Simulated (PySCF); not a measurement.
Compound: C3H9GeP.
Geometry (PBE0-D3(BJ)/def2-SVP, Å), atoms numbered from 1 in this order:
```
atom  x, y, z in Å
C1    -2.1156   -0.8062   -0.4187
C2    -1.0384   -0.9244    0.3625
C3    -0.5822    0.0700    1.3732
Ge4    0.9677    1.0987    0.7120
P5     2.5516   -0.4275   -0.0489
H6    -2.7852    0.0570   -0.3441
H7    -2.3672   -1.5699   -1.1585
H8    -0.4017   -1.8113    0.2428
H9    -1.3770    0.7907    1.6213
H10   -0.2631   -0.4220    2.3060
H11    1.6025    1.9042    1.8655
H12    0.5015    2.0666   -0.3951
H13    1.8812   -0.6438   -1.2920
H14    3.4126    0.5761   -0.5895
```

Method: PBE0-D3(BJ)/def2-SVP geometry optimisation, gas phase (PySCF 2.14.0).

Masses are those of the commonest isotopes; rigid-rotor values at the optimised geometry. The values belong to one conformer with, in the numbering `[CH2:1]=[CH:2][CH2:3][GeH2:4][PH2:5]`, C1–C2–C3–Ge4 -104°, C2–C3–Ge4–P5 -51°, C3–Ge4–P5–H 79° and 173°.

(1) What are A, B and C (MHz)?

(2) What kind of rotor is it?

(3) Is it planar, by Δ = Ic − Ia − Ib?

(4) List the rotational levels J(Ka,Kc) to J = 5 (cm⁻¹).

(5) Which types of transition are allowed, and where do some lines up to J = 5 fall?

Results:

(1) Ia = 146.99, Ib = 336.69, Ic = 436.29 u·Å²; 505379 MHz·u·Å²/I gives A = 3438, B = 1501, C = 1158 MHz.

(2) An asymmetric top: κ = (2 × 1501 − 3438 − 1158)/(3438 − 1158) = -0.70.

(3) Not planar: Δ = Ic − Ia − Ib = -47.40 u·Å². For a rigid frame Δ = −2 Σ m c², so Σ m c² = 23.70 u·Å² lies off the ab plane: 10.33 from hydrogen and 13.37 from heavier atoms. The atom farthest from that plane is 1.87 Å away.

(4) Above 0(0,0):
J = 1: 1(0,1) 0.0887, 1(1,1) 0.1533, 1(1,0) 0.1648
J = 2: 2(0,2) 0.2647, 2(1,2) 0.3193, 2(1,1) 0.3536, 2(2,1) 0.5474, 2(2,0) 0.5488
J = 3: 3(0,3) 0.5254, 3(1,3) 0.5675, 3(1,2) 0.6359, 3(2,2) 0.8136, 3(2,1) 0.8204, 3(3,1) 1.1660, 3(3,0) 1.1661
J = 4: 4(0,4) 0.8675, 4(1,4) 0.8969, 4(1,3) 1.0105, 4(2,3) 1.1673, 4(2,2) 1.1869, 4(3,2) 1.5233, 4(3,1) 1.5241, 4(4,1) 2.0134, 4(4,0) 2.0134
J = 5: 5(0,5) 1.2879, 5(1,5) 1.3068, 5(1,4) 1.4754, 5(2,4) 1.6078, 5(2,3) 1.6504, 5(3,3) 1.9706, 5(3,2) 1.9735, 5(4,2) 2.4600, 5(4,1) 2.4601, 5(5,1) 3.0901, 5(5,0) 3.0901
Those of J = 1 are B + C, A + C and A + B.

(5) The dipole components are |μa| = 0.38 D, |μb| = 0.55 D, |μc| = 0.39 D. The squared components, which scale the intensities, stand as 0.47 : 1.00 : 0.49 (a : b : c). Some lines, for components of 0.1 D or more:

```json
{"type": "a", "branch": "Q", "J(Ka,Kc)": "5(2,3) ← 5(2,4)", "MHz": "1279", "lower level (cm⁻¹)": "1.608"}
{"type": "c", "branch": "Q", "J(Ka,Kc)": "5(2,4) ← 5(1,4)", "MHz": "3968", "lower level (cm⁻¹)": "1.475"}
{"type": "b", "branch": "R", "J(Ka,Kc)": "3(1,3) ← 2(0,2)", "MHz": "9076", "lower level (cm⁻¹)": "0.265"}
{"type": "b", "branch": "Q", "J(Ka,Kc)": "5(3,2) ← 5(2,3)", "MHz": "9686", "lower level (cm⁻¹)": "1.650"}
{"type": "c", "branch": "Q", "J(Ka,Kc)": "4(3,2) ← 4(2,2)", "MHz": "10086", "lower level (cm⁻¹)": "1.187"}
{"type": "b", "branch": "R", "J(Ka,Kc)": "5(0,5) ← 4(1,4)", "MHz": "11720", "lower level (cm⁻¹)": "0.897"}
{"type": "b", "branch": "R", "J(Ka,Kc)": "2(2,0) ← 1(1,1)", "MHz": "11857", "lower level (cm⁻¹)": "0.153"}
{"type": "a", "branch": "R", "J(Ka,Kc)": "5(0,5) ← 4(0,4)", "MHz": "12603", "lower level (cm⁻¹)": "0.867"}
{"type": "a", "branch": "R", "J(Ka,Kc)": "5(4,1) ← 4(4,0)", "MHz": "13391", "lower level (cm⁻¹)": "2.013"}
{"type": "a", "branch": "R", "J(Ka,Kc)": "5(2,3) ← 4(2,2)", "MHz": "13897", "lower level (cm⁻¹)": "1.187"}
{"type": "a", "branch": "R", "J(Ka,Kc)": "5(1,4) ← 4(1,3)", "MHz": "13937", "lower level (cm⁻¹)": "1.011"}
{"type": "c", "branch": "R", "J(Ka,Kc)": "3(3,1) ← 2(2,1)", "MHz": "18545", "lower level (cm⁻¹)": "0.547"}
{"type": "c", "branch": "R", "J(Ka,Kc)": "5(2,3) ← 4(1,3)", "MHz": "19184", "lower level (cm⁻¹)": "1.011"}
{"type": "b", "branch": "R", "J(Ka,Kc)": "4(3,1) ← 3(2,2)", "MHz": "21301", "lower level (cm⁻¹)": "0.814"}
```

Stationary, but not proved a minimum. Constants of a rigid frame at the computed geometry: no zero-point averaging, no centrifugal distortion.
